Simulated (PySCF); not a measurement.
PySCF input file for 5-(furan-2-yl)pyrimidine (C₈H₆N₂O), SMILES c1coc(-c2cncnc2)c1, B3LYP-D3(BJ)/def2-SVP. Coordinates come from a B3LYP-D3(BJ)/def2-SVP optimisation. The values are those of a single conformer.

```python
import numpy as np
from pyscf import gto, scf, dft, df
from pyscf.hessian import thermo

mol = gto.M(
    atom='''
    C    -0.58920502   -3.19554524    0.00000000
    C     0.76420045   -3.00113546   -0.00000000
    O     1.04818473   -1.67614965   -0.00000000
    C    -0.13345034   -0.99255282    0.00000000
    C    -0.06379449    0.45823392    0.00000000
    C     1.15936482    1.15465638   -0.00000000
    N     1.22330714    2.48444494    0.00000000
    C     0.06333532    3.14346031    0.00000000
    N    -1.15527461    2.59573266   -0.00000000
    C    -1.21464645    1.26781814   -0.00000000
    C    -1.17586603   -1.89073773   -0.00000000
    H    -1.10751877   -4.15154555   -0.00000000
    H     1.61710934   -3.67414736    0.00000000
    H     2.10487440    0.60318753   -0.00000000
    H     0.11394413    4.23849246   -0.00000000
    H    -2.21375246    0.81666263    0.00000000
    H    -2.23599179   -1.64988061    0.00000000
    ''',
    basis='def2-SVP',
    charge=0,
    spin=0,
    max_memory=1600,
    verbose=3,
)
mf = dft.RKS(mol, xc='b3lyp').density_fit(auxbasis='def2-universal-jkfit')
mf.disp = 'd3bj'
mf.grids.level = 3
mf.conv_tol = 1e-11
mf.max_cycle = 100
mf.kernel()

# [left out here: the lines that compute and print the analytic Hessian (its translational invariance restored by hand, since the grid's response is missing), thermochemistry and intensities]
```

Log of the run:

```
converged SCF energy = -492.832549936846

WARN: DFTD3 does not support analytical Hessian, using finite difference


WARN: Mole.unit (angstrom) is changed to Bohr

Mode                                 0                   1                   2
Irrep
Freq [cm^-1]                       45.0054            110.6488            150.8129
Reduced mass [au]                   4.6429              4.5728              4.9864
Force const [Dyne/A]                0.0055              0.0330              0.0668
Char temp [K]                      64.7527            159.1990            216.9862
Normal mode                   x     y     z       x     y     z       x     y     z
       0   C                 0.00  0.00  0.07   -0.00  0.00 -0.10   -0.08  0.04  0.00
       1   C                 0.00  0.00 -0.07   -0.00 -0.00 -0.09   -0.07 -0.06  0.00
       2   O                -0.00  0.00 -0.11    0.00 -0.00  0.04    0.03 -0.07 -0.00
       3   C                -0.00  0.00  0.01    0.00  0.00  0.10    0.08  0.00 -0.00
       4   C                -0.00 -0.00  0.00    0.00  0.00  0.11    0.09  0.00 -0.00
       5   C                -0.00 -0.00  0.08    0.00  0.00  0.08    0.05  0.07 -0.00
       6   N                 0.00 -0.00  0.08   -0.00  0.00 -0.04   -0.03  0.07  0.00
       7   C                 0.00 -0.00  0.01   -0.00  0.00 -0.11   -0.07  0.01  0.00
       8   N                 0.00  0.00 -0.08   -0.00 -0.00 -0.05   -0.04 -0.06  0.00
       9   C                -0.00  0.00 -0.08    0.00 -0.00  0.07    0.04 -0.06 -0.00
      10   C                -0.00 -0.00  0.12    0.00  0.00  0.03    0.01  0.07  0.00
      11   H                 0.00 -0.00  0.13   -0.00  0.00 -0.19   -0.15  0.07  0.00
      12   H                 0.00  0.00 -0.16   -0.00 -0.00 -0.16   -0.11 -0.12  0.00
      13   H                -0.00 -0.00  0.14    0.00  0.00  0.13    0.08  0.12 -0.00
      14   H                 0.00 -0.00  0.01   -0.00  0.00 -0.24   -0.13  0.01  0.00
      15   H                -0.00  0.00 -0.17    0.00 -0.00  0.11    0.07 -0.12 -0.00
      16   H                -0.00 -0.00  0.24    0.00  0.00  0.04    0.03  0.15  0.00
Mode                                 3                   4                   5
Irrep
Freq [cm^-1]                      250.2302            363.1556            414.7387
Reduced mass [au]                   3.5884              7.5006              4.0812
Force const [Dyne/A]                0.1324              0.5828              0.4136
Char temp [K]                     360.0256            522.5000            596.7167
Normal mode                   x     y     z       x     y     z       x     y     z
       0   C                -0.00  0.00  0.07    0.01 -0.10  0.00   -0.00  0.00 -0.00
       1   C                -0.00 -0.00  0.05    0.00 -0.09  0.00   -0.00 -0.00  0.00
       2   O                -0.00 -0.00 -0.08   -0.00 -0.09 -0.00    0.00 -0.00 -0.00
       3   C                 0.00  0.00 -0.11   -0.00 -0.05 -0.00    0.00  0.00 -0.00
       4   C                 0.00 -0.00  0.00   -0.01  0.01 -0.00   -0.00 -0.00  0.00
       5   C                 0.00  0.00  0.10   -0.03  0.07  0.00   -0.00 -0.00  0.11
       6   N                -0.00  0.00  0.03   -0.01  0.08  0.00   -0.00 -0.00 -0.14
       7   C                -0.00 -0.00 -0.10    0.01  0.10 -0.00    0.00 -0.00 -0.00
       8   N                -0.00 -0.00  0.02    0.02  0.09  0.00    0.00 -0.00  0.14
       9   C                 0.00 -0.00  0.10    0.01  0.08 -0.00   -0.00 -0.00 -0.11
      10   C                -0.00  0.00 -0.08    0.01 -0.09  0.00    0.00  0.00 -0.00
      11   H                -0.00  0.00  0.16   -0.00 -0.10  0.00   -0.00  0.00 -0.00
      12   H                -0.00 -0.00  0.11    0.01 -0.09  0.00   -0.00 -0.00  0.01
      13   H                 0.00  0.00  0.21   -0.01  0.09  0.00   -0.00 -0.00  0.30
      14   H                -0.00 -0.00 -0.28    0.01  0.10 -0.00    0.00 -0.00 -0.01
      15   H                 0.00 -0.00  0.22   -0.01  0.11 -0.00   -0.00  0.00 -0.31
      16   H                -0.00  0.00 -0.09    0.01 -0.11  0.00    0.00  0.00  0.02
Mode                                 6                   7                   8
Irrep
Freq [cm^-1]                      441.9822            489.2015            610.5920
Reduced mass [au]                   5.2926              4.9149              2.8055
Force const [Dyne/A]                0.6092              0.6930              0.6163
Char temp [K]                     635.9140            703.8520            878.5059
Normal mode                   x     y     z       x     y     z       x     y     z
       0   C                -0.02  0.04 -0.00   -0.00  0.00  0.04    0.00  0.00  0.15
       1   C                -0.01 -0.05  0.00   -0.00 -0.00  0.03    0.00 -0.00 -0.14
       2   O                 0.10 -0.05 -0.00    0.00 -0.00 -0.07    0.00 -0.00  0.08
       3   C                 0.10  0.01 -0.00    0.00 -0.00  0.00    0.00 -0.00  0.01
[...]
Normal mode                   x     y     z       x     y     z       x     y     z
       0   C                 0.04  0.01 -0.00    0.07  0.01 -0.00    0.05  0.00 -0.00
       1   C                -0.04 -0.02  0.00   -0.05 -0.02  0.00   -0.04 -0.02  0.00
       2   O                 0.01  0.01 -0.00   -0.00 -0.01  0.00   -0.00 -0.00  0.00
       3   C                -0.00  0.04 -0.00    0.08  0.11 -0.00    0.06  0.12 -0.00
       4   C                 0.13 -0.01 -0.00   -0.06  0.02  0.00   -0.02 -0.13  0.00
       5   C                -0.08 -0.07  0.00    0.00 -0.09  0.00    0.04  0.10 -0.00
       6   N                 0.06  0.01 -0.00   -0.03  0.08 -0.00    0.00 -0.05 -0.00
       7   C                -0.14 -0.00  0.00    0.04 -0.03  0.00    0.01  0.02 -0.00
       8   N                 0.07  0.03 -0.00   -0.00  0.06 -0.00   -0.02 -0.05  0.00
       9   C                -0.07  0.03  0.00    0.05 -0.11 -0.00   -0.02  0.10  0.00
      10   C                -0.02 -0.04  0.00   -0.07 -0.08  0.00   -0.05 -0.06  0.00
      11   H                -0.01  0.04 -0.00   -0.06  0.09  0.00   -0.04  0.06  0.00
      12   H                 0.02  0.07 -0.00    0.00  0.06  0.00    0.01  0.05  0.00
      13   H                 0.04  0.16 -0.00    0.08  0.05  0.00   -0.09 -0.15 -0.00
      14   H                 0.19 -0.02 -0.00   -0.04 -0.03  0.00   -0.00  0.01 -0.00
      15   H                -0.00 -0.14 -0.00   -0.05  0.13  0.00    0.08 -0.15  0.00
      16   H                 0.01  0.08 -0.00   -0.04  0.14 -0.00   -0.03  0.11 -0.00
Mode                                39                  40                  41
Irrep
Freq [cm^-1]                     3148.9037           3165.4065           3175.5669
Reduced mass [au]                   1.0916              1.0922              1.0939
Force const [Dyne/A]                6.3773              6.4475              6.4993
Char temp [K]                    4530.5714           4554.3152           4568.9337
Normal mode                   x     y     z       x     y     z       x     y     z
       0   C                 0.00  0.00  0.00    0.00 -0.00  0.00   -0.00 -0.00 -0.00
       1   C                 0.00  0.00 -0.00   -0.00 -0.00  0.00   -0.00 -0.00  0.00
       2   O                -0.00 -0.00 -0.00    0.00  0.00 -0.00    0.00  0.00 -0.00
       3   C                 0.00  0.00 -0.00   -0.00 -0.00  0.00   -0.00  0.00  0.00
       4   C                -0.00  0.00  0.00    0.00  0.00  0.00    0.00  0.00  0.00
       5   C                -0.00 -0.00  0.00   -0.01  0.01 -0.00   -0.07  0.04 -0.00
       6   N                 0.00 -0.00  0.00    0.00 -0.00  0.00    0.00  0.00 -0.00
       7   C                -0.00  0.01  0.00    0.00  0.08 -0.00    0.00 -0.02  0.00
       8   N                -0.00  0.00  0.00   -0.00 -0.00 -0.00   -0.00  0.00  0.00
       9   C                 0.08  0.03 -0.00   -0.01 -0.01  0.00    0.00  0.00  0.00
      10   C                -0.00  0.00 -0.00    0.00  0.00 -0.00   -0.00 -0.00  0.00
      11   H                -0.00 -0.00 -0.00    0.00  0.00 -0.00    0.00  0.00  0.00
      12   H                -0.00 -0.00 -0.00    0.00 -0.00 -0.00    0.00 -0.00  0.00
      13   H                -0.00  0.00  0.00    0.17 -0.10  0.00    0.81 -0.46  0.00
      14   H                -0.01 -0.13  0.00   -0.04 -0.92  0.00    0.01  0.19 -0.00
      15   H                -0.86 -0.38  0.00    0.11  0.05 -0.00   -0.03 -0.01  0.00
      16   H                 0.03 -0.01  0.00   -0.00  0.00 -0.00    0.00 -0.00  0.00
Mode                                42                  43                  44
Irrep
Freq [cm^-1]                     3252.1225           3262.9623           3283.7059
Reduced mass [au]                   1.0921              1.0992              1.1075
Force const [Dyne/A]                6.8050              6.8953              7.0357
Char temp [K]                    4679.0802           4694.6763           4724.5217
Normal mode                   x     y     z       x     y     z       x     y     z
       0   C                -0.03 -0.06  0.00    0.02  0.04 -0.00   -0.02 -0.03  0.00
       1   C                -0.02  0.01 -0.00    0.02 -0.02  0.00    0.07 -0.05 -0.00
       2   O                -0.00  0.00 -0.00   -0.00 -0.00 -0.00    0.00  0.00 -0.00
       3   C                -0.00 -0.00 -0.00   -0.00 -0.00  0.00   -0.00  0.00 -0.00
       4   C                 0.00  0.00 -0.00    0.00  0.00  0.00   -0.00 -0.00 -0.00
       5   C                 0.00  0.00  0.00   -0.00  0.00 -0.00   -0.00  0.00 -0.00
       6   N                 0.00 -0.00  0.00    0.00 -0.00 -0.00   -0.00  0.00  0.00
       7   C                -0.00  0.00  0.00    0.00  0.00 -0.00    0.00  0.00  0.00
       8   N                -0.00 -0.00  0.00   -0.00 -0.00  0.00    0.00 -0.00  0.00
       9   C                 0.00  0.00 -0.00    0.00  0.00  0.00   -0.00 -0.00 -0.00
      10   C                 0.05 -0.01 -0.00    0.07 -0.02  0.00   -0.01  0.00 -0.00
      11   H                 0.35  0.64 -0.00   -0.22 -0.42  0.00    0.19  0.33 -0.00
      12   H                 0.20 -0.16 -0.00   -0.24  0.19  0.00   -0.68  0.53  0.00
      13   H                -0.00  0.00  0.00    0.00 -0.00 -0.00    0.00 -0.00  0.00
      14   H                -0.00 -0.00  0.00   -0.00 -0.00 -0.00    0.00 -0.00  0.00
      15   H                -0.02 -0.01 -0.00   -0.02 -0.01  0.00    0.00  0.00 -0.00
      16   H                -0.54  0.12 -0.00   -0.74  0.17 -0.00    0.11 -0.03  0.00
temperature 298.1500 [K]
pressure 101325.00 [Pa]
Rotational constants [GHz] 3.67540 0.70124 0.58888
Symmetry number 1
Zero-point energy (ZPE) 0.12789 [Eh]   335768.304 [J/mol]
                           tot       elec      trans        rot        vib
Entropy [J/mol/K]       377.093      0.000    170.913    124.428     81.753
Cv [J/mol/K]            126.876      0.000     12.472     12.472    101.933
Cp [J/mol/K]            135.191      0.000     20.786     12.472    101.933
Internal energy [J/mol]                      3718.434   3718.434 349155.321
Internal energy [Eh]   -492.69673  -492.83255
Enthalpy [J/mol]                             6197.391   3718.434 349155.321
Enthalpy [Eh]          -492.69579
Gibbs free energy [J/mol]                  -44760.183 -33379.674 324780.784
Gibbs free energy [Eh] -492.73861
mode   freq/cm-1   IR/(km/mol)
   1       45.01         0.207
   2      110.65         0.032
   3      150.81         0.139
   4      250.23         0.579
   5      363.16         0.101
   6      414.74         0.044
   7      441.98         2.739
   8      489.20         5.625
   9      610.59         7.678
  10      642.88        12.158
  11      707.69         0.030
  12      744.38         3.766
  13      756.65        62.308
  14      758.30         0.080
  15      837.86        12.161
  16      906.45         0.463
  17      907.57         4.815
  18      931.09        18.226
  19      936.80         1.973
  20      983.49         0.000
  21     1003.76         0.656
  22     1026.01        26.352
  23     1045.54        12.078
  24     1078.72         0.392
  25     1125.90        12.446
  26     1166.73         2.984
  27     1194.79         6.130
  28     1218.54        13.111
  29     1253.16         6.782
  30     1273.51         1.768
  31     1332.06         4.223
  32     1367.74         4.206
  33     1418.01         2.866
  34     1451.12        39.329
  35     1480.59        30.723
  36     1537.37        47.246
  37     1599.41        51.411
  38     1630.05        17.623
  39     1654.88         0.961
  40     3148.90        16.796
  41     3165.41        18.596
  42     3175.57         2.907
  43     3252.12         2.964
  44     3262.96         0.154
  45     3283.71         0.273
max |gradient| / (hartree/bohr): 3.911855501126252e-05
APT charges: [-0.1056  0.0261 -0.3389  0.0872  0.1094  0.2084 -0.4414  0.3496 -0.4426
  0.2131 -0.0026  0.0753  0.0906  0.0467  0.0181  0.0232  0.0835]
```

Self-consistency was reached.

Cost: around 19 core-minutes (rough).
